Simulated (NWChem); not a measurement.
System: ScCl₂ cation; SMILES [Sc+]([Cl])[Cl]

Here is an NWChem input.

```
start job
memory heap 200 mb stack 700 mb global 900 mb
charge 1
geometry units angstroms noautoz
  Sc     0.000000     0.000000     0.781372
  Cl     1.802450     0.000000    -0.460012
  Cl    -1.802450     0.000000    -0.460012
end
basis spherical
  * library def2-svp
end
dft
  xc scan
  iterations 150
  mulliken
end
task dft energy
```

Geometry: optimised at PBE-D3(BJ)/def2-SVP. This spin state was assumed; another may lie lower.

Q: What results follow from this input? (SCAN/def2-SVP.) Quantities: energy (Ha); highest occupied level (eV); orbital gap (eV).

A: 
| Item | Result |
|---|---|
| energy (Ha) | -1680.74 |
| highest occupied level (eV) | -13.50 |
| orbital gap (eV) | 3.82 |
